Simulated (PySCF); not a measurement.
CH9NSi2, SMILES C[SiH2]N[SiH3].

Geometry optimised at PBE0-D3(BJ)/def2-SVP. The values are those of a single conformer.

Two levels are set side by side: PBE/def2-TZVP (PySCF) and M06-2X/def2-TZVP (PySCF). Same geometry, gas phase. Differences are taken from unrounded values.

```
quantity                     M06-2X
---------------------------  ------
orbital gap (eV)               9.57
highest occupied level (eV)   -8.62
lowest empty level (eV)        0.94
dipole moment (D)              0.29
mean polarisability (bohr³)    70.3
```

Task: What does PBE give, and how far is it from M06-2X? (An estimate is asked for; the answer gives what the named calculation found.)

Result: 
```
quantity                       PBE  PBE minus M06-2X
---------------------------  -----  ----------------
orbital gap (eV)              5.39             -4.18
highest occupied level (eV)  -6.00              2.62
lowest empty level (eV)      -0.62             -1.56
dipole moment (D)             0.25             -0.04
mean polarisability (bohr³)   74.1               3.8
```

Without exact exchange PBE keeps part of each electron's self-repulsion, which lifts occupied levels and narrows the gap. Loosely held outer electrons make PBE densities more polarisable. Differences between two approximate levels are no errors against the true value.

Rough cost on one machine, each run with all the roots and properties that it gave: M06-2X against PBE about 3 times.
